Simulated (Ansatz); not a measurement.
Two members of one family (Series BX3), computed with Ansatz in the gas phase; def2 core potentials for I, no spin–orbit coupling. The two geometries come from different levels. Binding counts from free atoms in the multiplicity of their measured ground term, without zero-point energy. The structures are stationary points that may keep the symmetry of their start.

First: BI3 (singlet, charge 0, PBE-D4/def2-SVP geometry).

```xyz
4

B     0.0000    0.0000    0.0000
I     1.5710   -1.2715    0.6826
I    -0.2527    1.9369    0.8567
I    -1.3183   -0.6654   -1.5393
```

```
               level  HOMO (eV)  LUMO (eV)  gap (eV)  binding per atom (eV)
r2SCANh-D4/def2-TZVP      -6.99      -2.87      4.12                   2.51
    PBE0-D4/def2-SVP      -7.36      -2.53      4.84                   2.57
   PBE0-D4/def2-TZVP      -7.41      -2.56      4.86                   2.55
r2SCAN0-D4/def2-TZVP      -7.61      -2.47      5.13                   2.46
  BHLYP-D4/def2-TZVP      -8.35      -1.58      6.77                   2.32
```

Second: BCl3 (singlet, charge 0, PBE-D4/def2-TZVP geometry).

```csv
atom,x (Å),y (Å),z (Å)
B1,0.000,0.000,0.000
Cl2,-1.593,0.087,0.713
Cl3,1.369,-0.475,0.976
Cl4,0.224,0.388,-1.689
```

Question: What does the change do? Estimate second minus first.

Answer: 
| level | Δ HOMO (eV) | Δ LUMO (eV) | Δ gap (eV) | Δ binding per atom (eV) |
| --- | --- | --- | --- | --- |
| r2SCANh-D4/def2-TZVP | -1.57 | 0.81 | 2.38 | 1.08 |
| PBE0-D4/def2-SVP | -1.60 | 1.11 | 2.71 | 1.10 |
| PBE0-D4/def2-TZVP | -1.70 | 0.81 | 2.51 | 1.05 |
| r2SCAN0-D4/def2-TZVP | -1.74 | 0.90 | 2.64 | 1.07 |
| BHLYP-D4/def2-TZVP | -2.04 | 0.96 | 3.00 | 1.04 |
